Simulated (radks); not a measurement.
The numbers below are computed, except where a source is named.
Neutral argon inside a hard spherical wall (all orbitals vanish at R), configuration held at [Ar] and not refilled when levels cross. Code: a radial shooting solver on a logarithmic mesh with Libxc functionals. Model: scalar-relativistic Kohn-Sham, PBE, spin-unpolarised, spherical densities, point nucleus. Eigenvalues in eV, with the zero of energy where the potential of the charges vanishes at infinity; a dash marks a level that is unbound or too diffuse for the functional's potential to be trusted. A positive occupied level is held by the wall or, in an anion where self-interaction has pushed it up, behind a barrier. The pressure on the wall is -dE/dV.

| R (bohr) | E (hartree) | kinetic (hartree) | e(2s) | e(2p) | e(3s) | e(3p) | e(4s, empty) | e(4p, empty) | pressure (GPa) |
|---|---|---|---|---|---|---|---|---|---|
| free | -529.22987 | 531.989 | -296.99 | -229.89 | -24.287 | -10.270 | - | - | 0 |
| 20 | -529.22987 | 531.989 | -296.99 | -229.89 | -24.287 | -10.270 | - | - | < 0.0001 |
| 10 | -529.22987 | 531.989 | -296.99 | -229.89 | -24.287 | -10.270 | 0.103 | 1.761 | 0.000120 |
| 7 | -529.22931 | 531.995 | -296.95 | -229.84 | -24.251 | -10.235 | 1.620 | 4.431 | 0.0467 |
| 6 | -529.22667 | 532.019 | -296.79 | -229.69 | -24.137 | -10.120 | 3.294 | 6.949 | 0.364 |
| 5 | -529.21138 | 532.132 | -296.19 | -229.08 | -23.699 | -9.667 | 7.010 | 12.032 | 3.06 |
| 4 | -529.11820 | 532.692 | -293.85 | -226.71 | -22.079 | -7.909 | 16.501 | 23.731 | 30.1 |
| 3.5 | -528.94515 | 533.591 | -290.75 | -223.57 | -19.983 | -5.556 | 26.885 | 35.613 | 104 |
| 2.5 | -527.12506 | 540.978 | -272.28 | -204.75 | -6.261 | 10.044 | 85.288 | 97.085 | 1670 |
| 2 | -522.91368 | 554.647 | -247.80 | -179.57 | 17.131 | 35.802 | 172.21 | 183.17 | 8490 |
